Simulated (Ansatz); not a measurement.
A made-up structure of CH₃OSe (charge +1), singlet:

```tsv
atom	x (Å)	y (Å)	z (Å)
O1	-0.9401	-0.8357	-0.5823
C2	0.3302	-0.1920	-0.6101
Se3	1.2200	1.0596	0.7139
H4	-1.5611	-0.6376	0.2914
H5	0.9813	-0.4503	-1.6110
H6	-0.0303	1.0560	1.7980
```

It is relaxed with PBE-D4/def2-SVP and then PBE0-D4/def2-TZVP (Ansatz 0.2.0). Atoms count as bonded within 1.22 times the sum of their covalent radii (H–H: 0.88 Å). The end point is not checked to be a true minimum.

Q: Does its bonding change? (A judgement: the text doesn't fix the answer.)

A: By the calculation: No: no bond forms or breaks.

Where it ends: The first stage lowers the energy by 1.39 eV in 6 steps. It ends as CH₃OSe ([OH][CH][SeH]), total charge +1:
O1  (-0.839, -0.746, -0.520)
C2  (0.295, -0.171, -0.545)
Se3  (1.089, 0.946, 0.638)
H4  (-1.394, -0.569, 0.260)
H5  (0.876, -0.402, -1.439)
H6  (-0.028, 0.942, 1.605)
(Å)

Labels in which every atom is bracketed show which atoms are joined, not bond orders.

For scale, one of the runs: PBE0-D4/def2-TZVP relaxation, 128 basis functions, launched by `ansatz run in.yaml --threads 2 --pin off --events-out ev --progress --plain --max-ram 4352MiB`. The run took about 26 s on 2 CPU threads of an Intel Xeon Platinum 8259CL (shared host).
